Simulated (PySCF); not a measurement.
Molecule: `CC(CCOC)C`, C6H14O.

Molfile (atoms numbered from 1):
```
C6H14O
     RDKit          3D

 21 20  0  0  0  0  0  0  0  0999 V2000
    2.7880   -0.5186    0.0622 C   0  0  0  0  0  0  0  0  0  0  0  0
    1.4786   -0.4407   -0.3984 O   0  0  0  0  0  0  0  0  0  0  0  0
    0.8318   -1.6790   -0.4598 C   0  0  0  0  0  0  0  0  0  0  0  0
   -0.5851   -1.4793   -0.9525 C   0  0  0  0  0  0  0  0  0  0  0  0
   -1.4260   -0.5065   -0.1231 C   0  0  0  0  0  0  0  0  0  0  0  0
   -1.5771   -0.9549    1.3257 C   0  0  0  0  0  0  0  0  0  0  0  0
   -2.7867   -0.2947   -0.7752 C   0  0  0  0  0  0  0  0  0  0  0  0
    3.4339   -1.1154   -0.6137 H   0  0  0  0  0  0  0  0  0  0  0  0
    2.8481   -0.9735    1.0718 H   0  0  0  0  0  0  0  0  0  0  0  0
    3.1925    0.5024    0.1165 H   0  0  0  0  0  0  0  0  0  0  0  0
    0.8372   -2.1632    0.5401 H   0  0  0  0  0  0  0  0  0  0  0  0
    1.3737   -2.3685   -1.1414 H   0  0  0  0  0  0  0  0  0  0  0  0
   -1.0814   -2.4665   -0.9865 H   0  0  0  0  0  0  0  0  0  0  0  0
   -0.5416   -1.1145   -1.9930 H   0  0  0  0  0  0  0  0  0  0  0  0
   -0.8874    0.4573   -0.1237 H   0  0  0  0  0  0  0  0  0  0  0  0
   -2.0704   -1.9403    1.3872 H   0  0  0  0  0  0  0  0  0  0  0  0
   -0.6056   -1.0307    1.8371 H   0  0  0  0  0  0  0  0  0  0  0  0
   -2.1911   -0.2411    1.8970 H   0  0  0  0  0  0  0  0  0  0  0  0
   -3.3657   -1.2339   -0.7965 H   0  0  0  0  0  0  0  0  0  0  0  0
   -2.6859    0.0567   -1.8142 H   0  0  0  0  0  0  0  0  0  0  0  0
   -3.3837    0.4499   -0.2256 H   0  0  0  0  0  0  0  0  0  0  0  0
  1  2  1  0
  2  3  1  0
  3  4  1  0
  4  5  1  0
  5  6  1  0
  5  7  1  0
  1  8  1  0
  1  9  1  0
  1 10  1  0
  3 11  1  0
  3 12  1  0
  4 13  1  0
  4 14  1  0
  5 15  1  0
  6 16  1  0
  6 17  1  0
  6 18  1  0
  7 19  1  0
  7 20  1  0
  7 21  1  0
M  END
```

Geometry PBE0-D3(BJ)/def2-SVP throughout; GIAO in PySCF 2.14.0 with density-fitted response routines, gas phase, one conformer, non-relativistic; equivalent atoms averaged; functional PBE0.

For orientation, 6-31G gives these shifts δ (against TMS, H2O at the same level): C3 67.2, C1 56.7, C4 39.0, C5 23.2, C6/C7 23.0, O2 3.7, H8/H9/H10 3.43, H11/H12 3.34, H15 2.50 ppm.

A run gave: C3 73.5, C1 63.1, C4 41.5, C5 22.1, C6/C7 24.9, O2 7.5, H8/H9/H10 3.53, H11/H12 3.20, H15 1.92 ppm (shifts δ (against TMS, H2O at the same level)).

Question: Which basis set was used in that run?
A. def2-SVP
B. pcSseg-1
C. pcSseg-0
D. def2-TZVP

Answer: C. O2 tells them apart best: pcSseg-0 gives 7.5, pcSseg-1 gives 20.6, def2-SVP gives 19.3, def2-TZVP gives 20.3 ppm.
